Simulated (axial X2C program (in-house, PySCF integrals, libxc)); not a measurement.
**MoSe⁻: properties at the nuclei**

Calculated with an axial X2C code built on PySCF integrals: two-component X2C with atomic mean-field Coulomb and Gaunt terms, Gaussian nuclei, basis Mo dyall-acv3z, Se dyall-acv3z with contracted cores.

R = 2.354 Å (near the PBE0 minimum at charge -1 of the determinant lowest at the starting distance; the state shown can have its own minimum elsewhere).

Input and command:
```json
{"zs": [42, 34], "q": -1, "bas": ["dyall-acv3z", "dyall-acv3z"], "r0": 2.28, "levels": ["PBE0", "HF", "PBE50", "LDA", "r2SCAN"], "nst": 3}
```
```bash
python soeom.py task.json out
```

Keys: zs atomic numbers; q charge; bas basis sets; r0 starting distance in Å; levels methods; nst determinants followed.

Determinant lowest in the PBE0 search, Ω = 5/2 (⟨Sz⟩ = 2.50, ⟨Lz⟩ = 0.00 at PBE0), spin on the atoms Mo 2.52, Se -0.03:

```csv
level,Eeff magnitude (GV/cm),Ws magnitude Mo (kHz),Ws magnitude Se (kHz),A∥/gI Mo (MHz),qzz Mo (a.u.),A∥/gI Se (MHz),qzz Se (a.u.)
PBE0,0.942,0.332,0.0667,376,0.44,-21.4,1.04
HF,0.949,0.447,0.179,222,0.46,-54.1,0.71
PBE50,0.884,0.35,0.0933,342,0.42,-25.8,1.05
LDA,0.905,0.303,0.0467,457,0.36,-25.1,1.01
r2SCAN,1.33,0.395,0.0482,416,0.43,-19,1.07
```

Eeff is the effective electric field on the electron electric dipole moment in this Ω state and Ws the scalar–pseudoscalar constant of the nucleus named (defined with the proton number Z and per Ω); A∥ (defined per Ω) follows by multiplying with gI = μI/(I μN); qzz is the electric field gradient, eQq0 = 234.96 MHz × Q/barn × qzz. The operators were transformed with the bare-nucleus X2C matrices; with these basis sets, hyperfine constants and field gradients can be off by tens of per cent, and where levels differ in sign neither size nor sign is settled.

Problem. With Q(95Mo) = -0.022 barn (Q from Pyykkö, Mol. Phys. 2018), turn the PBE0 values of the first state into constants in MHz.

Solution. eQq0(95Mo) = 234.96 × (-0.022) × (0.44) = -2.27 MHz.

Each state is one determinant with collinear spin, which with several unpaired electrons need not be a pure state. Unrestricted Hartree–Fock can overshoot spin polarisation at the nuclei. For an anion, determinants above electron detachment, or with a positive highest level, are held by the basis set. This is the top spin component of a Σ state; components of lower Ω are not single determinants and can lie lower. With several open shells hyperfine constants can be off by a factor of several. The search compared states at one distance, so a state with another bond length can lie lower. Further determinants of the search, some of them spin-mixed, are not shown. Where a field gradient or hyperfine factor spreads by more than a factor of two over the levels, a constant derived from it is not to be relied on.
